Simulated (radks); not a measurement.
Values are calculated unless marked as measured or tabulated.
How relativity changes the ionisation of neutral thallium ([Hg] 6p1) to Tl+ ([Hg]). Spin-unpolarised spherical Kohn-Sham, PBE, point nucleus unless stated (finite: rms radius 5.4759 fm), a radial shooting solver on a logarithmic mesh with Libxc functionals. A level marked "c x" has the speed of light scaled by that factor and shares open shells by 2j + 1; other Dirac levels either fill j = l - 1/2 first or share by 2j + 1.

level,E(Tl) (hartree),E(Tl+) (hartree),IE (eV),HOMO,<r> HOMO (bohr)
non-rel.,-18965.5546,-18965.3590,5.321,6p,3.878
scalar-rel.,-20245.9458,-20245.7559,5.167,6p,3.856
"scalar-rel., finite nucleus",-20240.6932,-20240.5032,5.169,6p,3.855
"Dirac, 2j+1 shares",-20288.8594,-20288.6656,5.273,6p3/2,4.053
"Dirac, low j first",-20288.8842,-20288.6656,5.948,6p1/2,3.469
"Dirac, 2j+1 shares, finite nucleus",-20283.5411,-20283.3473,5.275,6p3/2,4.052
"Dirac, c x 0.75",-21864.1201,-21863.9181,5.497,6p3/2,4.308
"Dirac, c x 1.25",-19751.2793,-19751.0856,5.270,6p3/2,3.975
"Dirac, c x 10",-18976.5353,-18976.3397,5.320,6p3/2,3.879

NIST Atomic Spectra Database: 6.108 eV (measured). The relativistic part of the total energy of Tl is -1318 hartree (Dirac, 2j+1 shares, finite nucleus), 6.9 % of the non-relativistic value. Spin polarisation and multiplet splitting of open shells are left out at every level.

Beside tabulated values, note that relativity, absent from the non-relativistic runs, is large for the heavy elements, and spin-unpolarised runs miss the spin-polarisation part of the exchange energy of open shells, and scalar-relativistic runs lack spin-orbit coupling.
